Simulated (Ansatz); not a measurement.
F$_{3}$S, charge +1, singlet, geometry from GFN2-xTB; Ansatz (an electronic-structure program) with HF/6-311++G**.

Input for Ansatz:
Ansatz 0.2 input:
```yaml
crystal:
  periodic: [false, false, false]
  atoms:
    - {symbol: F, position_ang: [1.38558041, 0.00209355, -0.17468189]}
    - {symbol: S, position_ang: [-0.04072101, -0.02695107, 0.48598254]}
    - {symbol: F, position_ang: [-0.65005031, 1.20423314, -0.27858276]}
    - {symbol: F, position_ang: [-0.66313718, -1.15841368, -0.41070430]}
basis:
  gaussian:
    orbitals: 6-311++G__.json
hamiltonian:
  xc: hf
total_charge: 1
```
The basis file holds 6-311++G** in the JSON format of the Basis Set Exchange.

What the program printed (banner, timings and long lists left out):

```
Functional definition: HF
1002 factors; their error is unknown
mean field evaluation 1: about -18917.6609 eV, gradient 6.7e1 eV
mean field evaluation 2: about -18921.1355 eV, gradient 5.3e1 eV
mean field evaluation 4: about -18924.8875 eV, gradient 1.3e0 eV
mean field evaluation 8: about -18924.9511 eV, gradient 6.4e-5 eV
mean field -18924.95108599 eV, -695.4791246176 hartree, gradient 6.4e-5 eV, S^2 0.000000; 0 other end points of the search recorded, 0 dependent functions left out
reference -18924.95108599 eV, -695.4791246176 hartree; 21, 21 occupied and 76, 76 virtual orbitals, 1002 factors
Total energy: -18924.95108599 eV, -695.4791246176 hartree
```
